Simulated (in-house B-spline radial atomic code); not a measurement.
Successive ionisation energies of promethium; each step leads to the configuration of the next row (after the last: [Kr] 4d10). Dirac energy differences include first-order Breit, QED and recoil terms. NIST's values go from ground level to ground level; the uncertainty of those that are theory runs from under 0.1 % in few-electron ions to several per cent in heavy many-electron ones. Computed with an all-electron radial atomic-structure program (B-spline basis): Dirac-Hartree-Fock, jj configuration that fills j = l - 1/2 first, finite nuclei.

A number in brackets counts the electrons of a j subshell.

```csv
ion,configuration,ionisation energy (eV),tabulated value (eV),computed minus tabulated (eV),highest orbital,largest mean radius (bohr)
Pm,[Xe] 4f5/2(5) 6s2,4.62,5.58187,-0.96,6s1/2,4.7108
Pm+,[Xe] 4f5/2(5) 6s1,?,?,?,?,?
Pm2+,[Xe] 4f5/2(5),20.18,22.44,-2.26,4f5/2,1.7303
Pm3+,[Xe] 4f5/2(4),?,?,?,?,?
Pm4+,[Xe] 4f5/2(3),68.02,-,-,4f5/2,1.5829
Pm5+,[Kr] 4d10 4f5/2(3) 5s2 5p1/2(2) 5p3/2(3),?,?,?,?,?
Pm6+,[Kr] 4d10 4f5/2(3) 5s2 5p1/2(2) 5p3/2(2),96.54,101,-4.46,4f5/2,1.5122
Pm7+,[Kr] 4d10 4f5/2(3) 5s2 5p1/2(2) 5p3/2(1),111.52,116,-4.48,5p3/2,1.4815
Pm8+,[Kr] 4d10 4f5/2(3) 5s2 5p1/2(2),131.25,138,-6.75,4f5/2,1.4014
Pm9+,[Kr] 4d10 4f5/2(3) 5s2 5p1/2(1),148.23,155,-6.77,5p1/2,1.3746
Pm10+,[Kr] 4d10 4f5/2(3) 5s2,166.46,174,-7.54,4f5/2,1.2755
Pm11+,[Kr] 4d10 4f5/2(2) 5s2,194.17,202,-7.83,4f5/2,1.2448
Pm12+,[Kr] 4d10 4f5/2(1) 5s2,223.30,229,-5.70,4f5/2,1.2157
Pm13+,[Kr] 4d10 5s2,247.95,248,-0.05,5s1/2,1.1883
Pm14+,[Kr] 4d10 5s1,268.27,269,-0.73,5s1/2,1.1723
```

Fill in the row of Pm+.

ionisation energy (eV): 10.11; tabulated value (eV): 10.938; computed minus tabulated (eV): -0.83; highest orbital: 6s1/2; largest mean radius (bohr): 4.1998.

Fill in the row of Pm3+.

ionisation energy (eV): 38.68; tabulated value (eV): 41.17; computed minus tabulated (eV): -2.49; highest orbital: 4f5/2; largest mean radius (bohr): 1.6529.

Fill in the row of Pm5+.

ionisation energy (eV): 82.03; tabulated value (eV): 85; computed minus tabulated (eV): -2.97; highest orbital: 4f5/2; largest mean radius (bohr): 1.5456.

Where is the largest jump?

From Pm to Pm+, by a factor of 2.19 (4.6173 to 10.108 eV); the highest orbital goes from 6s1/2 to 6s1/2.

How far is this level of theory from the measured and semi-empirical values?

Over those 4 rows the differences run from -2.49 to -0.83 eV (mean absolute value 1.6 eV). The calculation leaves out correlation and, in open shells, the multiplet splittings that an average leaves out.
